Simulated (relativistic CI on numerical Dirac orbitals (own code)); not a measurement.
**Energy levels of Cs XXIII**

These numbers are calculated, not measured: Dirac-Coulomb-Breit CI, KLI orbitals optimised for each configuration, model QED, unscaled Slater integrals (own radial code, finite nucleus).

Configurations in the expansion (outside the closed core [Ar] 3d10): 4s²4p³, 4s4p⁴, 4s²4p²4d, 4p⁵, 4s4p³4d, 4s²4p²4f, 4s4p³4f, 4p⁴4d, 4s4p²4d², 4s²4p4d4f, 4p⁴4f, 4s²4p4d², 4s²4d³, 4s4p4d³, 4s²4d²4f, 4s4p4d²4f, 4p³4d², 4p²4d³, 4p²4d²4f. Double excitations out of closed p, d and f shells are left out; levels of such configurations are missing from the list, as are those of other unlisted configurations, and high levels can miss mixing partners.

The lowest level is 4s²4p³ ⁴S°3/2, with 40 % of that term; Hund's rules for 4s²4p³ give ⁴S° with J = 3/2, in agreement.

```
No.      Configuration  Term     J   E (eV)   %  Lifetime (s)         jj configuration (%)
  1             4s²4p³   ⁴S°   3/2    0.000  40                                 4p3/2 (94)
  2             4s²4p³   ²D°   3/2   14.837  50      2.69e-05           4p1/2 4p3/2^2 (95)
  3             4s²4p³   ²D°   5/2   18.188  98      1.32e-04           4p1/2 4p3/2^2 (98)
  4             4s²4p³   ²P°   1/2   22.741  98      2.35e-05           4p1/2 4p3/2^2 (98)
  5             4s²4p³   ²P°   3/2   37.779  57      8.75e-06                 4p3/2^3 (96)
  6          4s4p⁴(3P)    ⁴P   5/2   66.524  78      1.01e-10              4s 4p3/2^2 (88)
  7          4s4p⁴(3P)    ⁴P   3/2   74.704  47      3.36e-11              4s 4p3/2^2 (62)
  8          4s4p⁴(3P)    ⁴P   1/2   75.590  57      3.66e-11              4s 4p3/2^2 (75)
  9          4s4p⁴(3P)    ⁴P   3/2   84.784  42      5.92e-11        4s 4p1/2 4p3/2^3 (67)
 10          4s4p⁴(1D)    ²D   5/2   89.380  68      5.18e-11        4s 4p1/2 4p3/2^3 (81)
 11          4p²(3P)4d    ⁴F   3/2   89.842  41      3.12e-11           4p1/2^2 4d3/2 (70)
 12          4p²(3P)4d    ⁴F   5/2   94.613  35      2.73e-11           4p1/2^2 4d5/2 (76)
 13          4s4p⁴(3P)    ²P   1/2   95.047  36      1.47e-11        4s 4p1/2 4p3/2^3 (55)
 14          4s4p⁴(3P)    ²P   3/2   96.342  40      1.90e-11        4s 4p1/2 4p3/2^3 (50)
 15          4p²(1D)4d    ²F   5/2  102.476  57      2.84e-10       4p1/2 4p3/2 4d3/2 (90)
 16          4p²(3P)4d    ⁴D   1/2  103.917  78      4.31e-11       4p1/2 4p3/2 4d3/2 (80)
 17          4p²(3P)4d    ⁴F   7/2  104.827  59      1.24e-09       4p1/2 4p3/2 4d3/2 (68)
 18          4p²(3P)4d    ⁴D   3/2  105.853  49      1.16e-11       4p1/2 4p3/2 4d3/2 (60)
 19          4p²(3P)4d    ⁴D   7/2  105.889  50      7.27e-05       4p1/2 4p3/2 4d5/2 (85)
 20          4p²(3P)4d    ⁴F   9/2  109.132  56      5.18e-04       4p1/2 4p3/2 4d5/2 (93)
 21          4p²(3P)4d    ⁴D   5/2  110.708  31      1.21e-11       4p1/2 4p3/2 4d5/2 (74)
 22          4p²(3P)4d    ²P   3/2  112.581  40      4.12e-12       4p1/2 4p3/2 4d5/2 (58)
 23          4s4p⁴(3P)    ²P   1/2  113.396  29      1.54e-11              4s 4p3/2^4 (56)
 24          4p²(1D)4d    ²G   7/2  115.971  56      1.86e-11       4p1/2 4p3/2 4d5/2 (56)
 25          4p²(3P)4d    ⁴P   5/2  116.053  45      2.62e-12       4p1/2 4p3/2 4d3/2 (40)
 26          4p²(3P)4d    ⁴P   3/2  117.018  43      2.74e-12       4p1/2 4p3/2 4d3/2 (54)
 27          4p²(3P)4d    ⁴P   1/2  117.113  42      2.56e-12       4p1/2 4p3/2 4d3/2 (82)
 28          4p²(3P)4d    ²D   3/2  120.364  73      7.81e-12       4p1/2 4p3/2 4d5/2 (60)
 29          4p²(3P)4d    ²D   5/2  122.413  60      2.45e-12       4p1/2 4p3/2 4d5/2 (51)
 30          4p²(3P)4d    ²P   1/2  124.508  56      2.93e-12       4p1/2 4p3/2 4d5/2 (65)
 31          4p²(1D)4d    ²F   7/2  124.926  49      2.02e-10           4p3/2^2 4d5/2 (96)
 32          4p²(1D)4d    ²G   9/2  126.485  56      1.82e-05           4p3/2^2 4d5/2 (92)
 33          4p²(1D)4d    ²P   1/2  128.890  63      3.88e-12           4p3/2^2 4d3/2 (55)
 34          4p²(1D)4d    ²D   3/2  130.713  47      2.43e-12           4p3/2^2 4d3/2 (79)
 35          4p²(1D)4d    ²D   5/2  131.539  35      2.31e-12           4p3/2^2 4d3/2 (61)
 36          4p²(1S)4d    ²D   5/2  135.248  84      1.34e-10           4p3/2^2 4d5/2 (93)
 37          4p²(3P)4d    ²F   7/2  135.465  83      1.99e-12           4p3/2^2 4d3/2 (70)
 38          4p²(1D)4d    ²P   3/2  137.657  48      2.86e-12           4p3/2^2 4d3/2 (47)
 39          4p²(1D)4d    ²S   1/2  138.895  41      2.81e-12           4p3/2^2 4d5/2 (44)
 40          4p²(3P)4d    ²D   3/2  142.841  72      2.67e-12           4p3/2^2 4d5/2 (58)
 41          4p²(3P)4d    ²D   5/2  145.049  54      2.22e-12           4p3/2^2 4d5/2 (78)
 42                4p⁵   ²P°   3/2  148.404  67      2.01e-11                 4p3/2^3 (67)
 43  4s4p³(4S°)<5S°>4d   ⁶D°   1/2  151.574  73      2.15e-10          4s 4p3/2 4d3/2 (68)
 44  4s4p³(4S°)<5S°>4d   ⁶D°   5/2  151.754  60      1.46e-10          4s 4p3/2 4d3/2 (68)
 45  4s4p³(4S°)<5S°>4d   ⁶D°   3/2  152.033  69      7.29e-11          4s 4p3/2 4d3/2 (61)
 46  4s4p³(4S°)<5S°>4d   ⁶D°   7/2  152.322  60      2.76e-10          4s 4p3/2 4d3/2 (46)
 47  4s4p³(4S°)<5S°>4d   ⁶D°   9/2  154.568  70      3.84e-10          4s 4p3/2 4d5/2 (72)
 48  4s4p³(2D°)<3D°>4d   ⁴F°   3/2  158.357  47      4.95e-11          4s 4p3/2 4d3/2 (44)
 49  4s4p³(2D°)<3D°>4d   ⁴D°   5/2  159.979  38      4.12e-11          4s 4p3/2 4d5/2 (62)
 50  4s4p³(2D°)<3D°>4d   ⁴G°   5/2  164.537  50      3.40e-11          4s 4p3/2 4d3/2 (68)
 51                4p⁵   ²P°   1/2  164.618  55      2.45e-11           4p1/2 4p3/2^4 (55)
 52  4s4p³(4S°)<5S°>4d   ⁴D°   7/2  165.054  32      3.47e-11          4s 4p3/2 4d3/2 (33)
 53  4s4p³(2D°)<3D°>4d   ⁴D°   3/2  166.810  56      6.28e-11  4s 4p1/2 4p3/2^2 4d3/2 (69)
 54  4s4p³(2D°)<3D°>4d   ⁴D°   1/2  166.900  76      2.99e-11          4s 4p3/2 4d3/2 (32)
 55  4s4p³(2D°)<3D°>4d   ⁴F°   5/2  167.817  55      4.72e-11  4s 4p1/2 4p3/2^2 4d3/2 (67)
 56  4s4p³(2P°)<3P°>4d   ⁴D°   1/2  167.851  39      2.25e-11          4s 4p3/2 4d3/2 (35)
 57  4s4p³(2D°)<3D°>4d   ⁴G°   7/2  168.113  34      4.41e-11          4s 4p3/2 4d5/2 (54)
 58  4s4p³(2D°)<3D°>4d   ⁴F°   7/2  169.530  74      3.54e-11  4s 4p1/2 4p3/2^2 4d3/2 (40)
 59  4s4p³(2P°)<3P°>4d   ⁴D°   1/2  171.236  45      2.20e-11  4s 4p1/2 4p3/2^2 4d3/2 (33)
 60  4s4p³(2D°)<3D°>4d   ⁴G°   9/2  171.869  61      8.70e-11  4s 4p1/2 4p3/2^2 4d5/2 (57)
 61  4s4p³(2D°)<3D°>4d   ²G°   7/2  173.269  38      3.91e-11  4s 4p1/2 4p3/2^2 4d5/2 (33)
 62  4s4p³(2P°)<3P°>4d   ⁴D°   3/2  173.575  58      1.22e-11          4s 4p3/2 4d5/2 (54)
 63  4s4p³(2P°)<3P°>4d   ²D°   5/2  173.658  23      8.43e-12          4s 4p3/2 4d5/2 (42)
 64  4s4p³(2D°)<3D°>4d   ⁴F°   9/2  173.861  84      9.58e-11  4s 4p1/2 4p3/2^2 4d5/2 (67)
 65  4s4p³(2P°)<3P°>4d   ²D°   3/2  174.397  24      8.63e-12          4s 4p3/2 4d3/2 (28)
 66  4s4p³(2D°)<3D°>4d   ⁴G°  11/2  177.036  95      8.07e-11  4s 4p1/2 4p3/2^2 4d5/2 (95)
 67  4s4p³(2D°)<3D°>4d   ²G°   9/2  177.718  65      8.80e-11  4s 4p1/2 4p3/2^2 4d3/2 (47)
 68            4s4p³4d   ²P°   1/2  180.288  31      7.28e-12  4s 4p1/2 4p3/2^2 4d5/2 (32)
 69  4s4p³(2D°)<3D°>4d   ⁴P°   5/2  180.430  48      3.72e-12  4s 4p1/2 4p3/2^2 4d5/2 (38)
 70  4s4p³(2P°)<3P°>4d   ⁴F°   3/2  180.650  61      1.29e-11  4s 4p1/2 4p3/2^2 4d3/2 (77)
```

Energies count from the lowest computed level; ° marks odd parity; lifetimes are radiative, by E1, M1, E2, M2, E3 decay to levels of this space only. Percentages are summed over parent terms; the parents shown are those of the largest component, closed shells are left out there, and <> holds an intermediate term. Filled j subshells are mostly left out of the jj labels.

The mean weight of the leading LS term, summed over parents, in these 70 levels is 55 %, and that of the leading jj configuration (from the same eigenvectors) 64 %.

At this charge energies of transitions that change n are usually good to better than 1 %, and those within a shell (Δn = 0) to a few per cent.

LS names give the leading component of a level, which can be under half, so a name can repeat, a term be missing and a line seem to break the LS rules.
